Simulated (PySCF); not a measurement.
Input file for PySCF: R-M06-2X/def2-TZVPP on C2H6 (SMILES CC).

```python
from pyscf import gto, dft

mol = gto.M(
    atom='''
    C     0.00001210   -0.00000000    0.76310000
    H     1.01713496    0.00000000    1.16010643
    H    -0.50853653    0.88084522    1.16014233
    H    -0.50853653   -0.88084522    1.16014233
    C    -0.00001210    0.00000000   -0.76310000
    H     0.50853653    0.88084522   -1.16014233
    H    -1.01713496    0.00000000   -1.16010643
    H     0.50853653   -0.88084522   -1.16014233
    ''',
    basis='def2-tzvpp',
    charge=0, spin=0, verbose=4, max_memory=1800)
mf = dft.RKS(mol, xc='m062x').density_fit(auxbasis='def2-universal-jkfit')
mf.grids.level = 4
mf.conv_tol = 1e-9
mf.max_cycle = 150
mf.kernel()
mf.dip_moment()
```

The log:

```
PySCF version 2.14.0

[INPUT] verbose = 4
[INPUT] num. atoms = 8
[INPUT] num. electrons = 18
[INPUT] charge = 0
[INPUT] spin (= nelec alpha-beta = 2S) = 0
[INPUT] symmetry False subgroup None
[INPUT] Mole.unit = angstrom
[INPUT] Symbol           X                Y                Z      unit          X                Y                Z       unit  Magmom
[INPUT]  1 C      0.000012100000   0.000000000000   0.763100000000 AA    0.000022865686   0.000000000000   1.442050005656 Bohr   0.0
[INPUT]  2 H      1.017134960000   0.000000000000   1.160106430000 AA    1.922106506120   0.000000000000   2.192283428047 Bohr   0.0
[INPUT]  3 H     -0.508536530000   0.880845220000   1.160142330000 AA   -0.960994766037   1.664556223932   2.192351269215 Bohr   0.0
[INPUT]  4 H     -0.508536530000  -0.880845220000   1.160142330000 AA   -0.960994766037  -1.664556223932   2.192351269215 Bohr   0.0
[INPUT]  5 C     -0.000012100000   0.000000000000  -0.763100000000 AA   -0.000022865686   0.000000000000  -1.442050005656 Bohr   0.0
[INPUT]  6 H      0.508536530000   0.880845220000  -1.160142330000 AA    0.960994766037   1.664556223932  -2.192351269215 Bohr   0.0
[INPUT]  7 H     -1.017134960000   0.000000000000  -1.160106430000 AA   -1.922106506120   0.000000000000  -2.192283428047 Bohr   0.0
[INPUT]  8 H      0.508536530000  -0.880845220000  -1.160142330000 AA    0.960994766037  -1.664556223932  -2.192351269215 Bohr   0.0

nuclear repulsion = 42.256234574565
number of shells = 58
number of NR pGTOs = 188
number of NR cGTOs = 146
basis = def2-tzvpp
ecp = {}


******** <class 'pyscf.df.df_jk.DFRKS'> ********
method = DFRKS
initial guess = minao
damping factor = 0
level_shift factor = 0
DIIS = <class 'pyscf.scf.diis.CDIIS'>
diis_start_cycle = 1
diis_space = 8
diis_damp = 0
SCF conv_tol = 1e-09
SCF conv_tol_grad = None
SCF max_cycles = 150
direct_scf = False
XC library pyscf.dft.libxc version 7.1.2
    S. Lehtola, C. Steigemann, M. J. T. Oliveira, and M. A. L. Marques,  SoftwareX 7, 1–5 (2018)
XC functionals = m062x
    Y. Zhao and D. G. Truhlar,  Theor. Chem. Acc. 120, 215 (2008)
    Y. Zhao and D. G. Truhlar,  Theor. Chem. Acc. 120, 215 (2008)
radial grids:
    Treutler-Ahlrichs [JCP 102, 346 (1995); DOI:10.1063/1.469408] (M4) radial grids

becke partition: Becke, JCP 88, 2547 (1988); DOI:10.1063/1.454033
pruning grids: <function nwchem_prune>
grids dens level: 4
symmetrized grids: False
atomic radii adjust function: <function treutler_atomic_radii_adjust>
small_rho_cutoff = 0
Set gradient conv threshold to 3.16228e-05
Initial guess from minao.
tot grids = 151464
******** <class 'pyscf.df.df.DF'> ********
auxbasis = def2-universal-jkfit
init E= -79.769500484596
  HOMO = -0.391618890712335  LUMO = 0.0363819090046853  gap/eV = 11.64649
cycle= 1 E= -79.7928126214491  delta_E= -0.0233  |g|= 0.235  |ddm|= 1.65
  HOMO = -0.374469171561932  LUMO = 0.0835693483139686  gap/eV = 12.46386
cycle= 2 E= -79.797999049746  delta_E= -0.00519  |g|= 0.187  |ddm|= 0.299
  HOMO = -0.405580209873272  LUMO = 0.0752779601087425  gap/eV = 13.08482
cycle= 3 E= -79.8066867854006  delta_E= -0.00869  |g|= 0.0195  |ddm|= 0.109
  HOMO = -0.40315223553489  LUMO = 0.076247441404373  gap/eV = 13.04513
cycle= 4 E= -79.8067827737937  delta_E= -9.6e-05  |g|= 0.00201  |ddm|= 0.018
  HOMO = -0.40291135599793  LUMO = 0.076325656936973  gap/eV = 13.04070
cycle= 5 E= -79.8067837766138  delta_E= -1e-06  |g|= 0.000351  |ddm|= 0.00206
  HOMO = -0.402903534672757  LUMO = 0.0763352554819825  gap/eV = 13.04075
cycle= 6 E= -79.8067838093928  delta_E= -3.28e-08  |g|= 2.29e-05  |ddm|= 0.000433
  HOMO = -0.402906553766565  LUMO = 0.0763346384393842  gap/eV = 13.04082
cycle= 7 E= -79.8067838096454  delta_E= -2.53e-10  |g|= 2.29e-06  |ddm|= 5.19e-05
  HOMO = -0.402906837835625  LUMO = 0.0763346067152  gap/eV = 13.04082
Extra cycle  E= -79.8067838096484  delta_E= -2.98e-12  |g|= 5.97e-07  |ddm|= 4.56e-06
converged SCF energy = -79.8067838096484
Dipole moment(X, Y, Z, Debye): -0.00000,  0.00000,  0.00000
```

The run converged.

Cost: about 24 core-seconds (a rough figure).
